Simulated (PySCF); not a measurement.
# Atomic charges against the basis set

C5H6F2.
Cartesian coordinates in Å at the PBE0-D3(BJ)/def2-SVP level; atoms count from 1:
```xyz
13
C5H6F2 angstrom
C     -2.0181   -0.1245   -0.0261
C     -0.6695    0.4549   -0.1378
C      0.2207    1.2960   -0.5813
F      0.4879    2.3220   -1.3510
C      0.7494    0.3300    0.3564
C      1.6638   -0.8283    0.0612
F      0.9915    0.7595    1.6538
H     -2.3546   -0.0990    1.0218
H     -2.7442    0.4248   -0.6409
H     -2.0160   -1.1795   -0.3428
H      1.4544   -1.6615    0.7493
H      1.5333   -1.1793   -0.9714
H      2.7137   -0.5330    0.2052
```

PBE0 throughout (PySCF), one geometry, spherical d and f functions. Isolated species at its PBE0-D3(BJ)/def2-SVP geometry, gas phase. The first 7 of 9 kinds of atom are listed.

Mulliken charges (e):

```csv
basis,functions,C1,C2,C3,F4,C5,C6,F7
STO-3G,41,-0.243,-0.046,+0.047,-0.038,+0.102,-0.249,-0.125
6-31G,75,-0.570,+0.145,+0.178,-0.261,+0.208,-0.513,-0.339
pcSseg-0,75,-0.608,-0.019,+0.271,-0.337,+0.151,-0.608,-0.367
6-31G*,110,-0.629,+0.112,+0.193,-0.252,+0.328,-0.579,-0.359
cc-pVDZ,128,-0.050,-0.042,+0.008,-0.099,+0.081,-0.038,-0.244
def2-SVP,128,+0.025,-0.104,+0.076,-0.156,+0.086,-0.002,-0.277
aug-cc-pVDZ,215,+0.214,+0.215,+0.082,-0.545,+0.524,+0.337,-0.624
"6-311+G(2d,p)",225,-0.688,+0.794,-0.289,-0.335,+0.447,-0.596,-0.321
def2-TZVP,253,-0.349,-0.084,+0.158,-0.152,+0.198,-0.373,-0.235
cc-pVTZ,294,-0.262,-0.023,+0.062,-0.110,+0.204,-0.305,-0.234
IGLO-III,305,-0.386,-0.004,+0.214,-0.186,+0.282,-0.412,-0.303
```

IAO charges (e):

```tsv
basis	functions	C1	C2	C3	F4	C5	C6	F7
STO-3G	41	-0.412	-0.058	+0.104	-0.057	+0.125	-0.426	-0.149
6-31G	75	-0.453	-0.026	+0.221	-0.208	+0.259	-0.463	-0.325
pcSseg-0	75	-0.440	-0.041	+0.216	-0.193	+0.240	-0.455	-0.309
6-31G*	110	-0.435	-0.046	+0.253	-0.218	+0.286	-0.446	-0.336
cc-pVDZ	128	-0.436	-0.044	+0.250	-0.218	+0.287	-0.445	-0.337
def2-SVP	128	-0.426	-0.041	+0.251	-0.218	+0.284	-0.436	-0.339
aug-cc-pVDZ	215	-0.446	-0.035	+0.256	-0.229	+0.290	-0.455	-0.354
6-311+G(2d,p)	225	-0.448	-0.035	+0.257	-0.230	+0.288	-0.457	-0.354
def2-TZVP	253	-0.447	-0.038	+0.260	-0.229	+0.292	-0.457	-0.353
cc-pVTZ	294	-0.448	-0.040	+0.258	-0.227	+0.291	-0.458	-0.350
IGLO-III	305	-0.449	-0.036	+0.259	-0.231	+0.290	-0.458	-0.354
```

Hirshfeld charges (e):

```csv
basis,functions,C1,C2,C3,F4,C5,C6,F7
STO-3G,41,-0.018,-0.065,+0.021,+0.009,+0.070,-0.052,-0.102
6-31G,75,-0.081,-0.013,+0.051,-0.062,+0.084,-0.112,-0.159
pcSseg-0,75,-0.088,-0.012,+0.056,-0.053,+0.086,-0.120,-0.151
6-31G*,110,-0.083,-0.017,+0.053,-0.053,+0.078,-0.112,-0.149
cc-pVDZ,128,-0.093,-0.015,+0.050,-0.046,+0.071,-0.125,-0.136
def2-SVP,128,-0.098,-0.012,+0.057,-0.053,+0.077,-0.129,-0.142
aug-cc-pVDZ,215,-0.104,-0.014,+0.062,-0.064,+0.067,-0.136,-0.144
"6-311+G(2d,p)",225,-0.095,-0.017,+0.062,-0.065,+0.065,-0.127,-0.148
def2-TZVP,253,-0.100,-0.015,+0.063,-0.063,+0.068,-0.131,-0.145
cc-pVTZ,294,-0.102,-0.014,+0.061,-0.060,+0.070,-0.133,-0.142
IGLO-III,305,-0.104,-0.015,+0.063,-0.064,+0.067,-0.136,-0.144
```

**Question.** Which scheme is steadiest as the basis changes?

**Answer.** Largest range over the bases for any column: Hirshfeld 0.09 e, IAO 0.20 e, Mulliken 0.94 e. Hirshfeld charges move least and Mulliken charges most, counted in e. Without the minimal STO-3G basis the ranges are Hirshfeld 0.02, IAO 0.05, Mulliken 0.94 e.

**Question.** How much do the charges still move between the two largest bases, cc-pVTZ and IGLO-III?

**Answer.** At most, over all atoms: Mulliken 0.152 e, IAO 0.004 e, Hirshfeld 0.004 e.

**Question.** What do the same runs give for the total energy, the frontier levels and the dipole moment?

**Answer.** 
```csv
basis,energy (Eh),HOMO (eV),LUMO (eV),μ (D)
STO-3G,-388.1128,-4.40,3.81,1.29
6-31G,-393.2114,-7.65,0.66,2.77
pcSseg-0,-392.4000,-7.98,0.28,2.74
6-31G*,-393.3087,-7.43,0.92,2.29
cc-pVDZ,-393.3383,-7.54,0.77,2.35
def2-SVP,-393.0265,-7.66,0.65,2.44
aug-cc-pVDZ,-393.3674,-7.75,-0.29,2.64
"6-311+G(2d,p)",-393.4394,-7.78,-0.02,2.68
def2-TZVP,-393.4768,-7.73,0.54,2.54
cc-pVTZ,-393.4600,-7.68,0.60,2.48
IGLO-III,-393.4833,-7.76,0.35,2.62
```

The dipole is fixed by the density alone, so its range of 1.48 D shows that the density itself changes with the basis, not only its division among atoms.
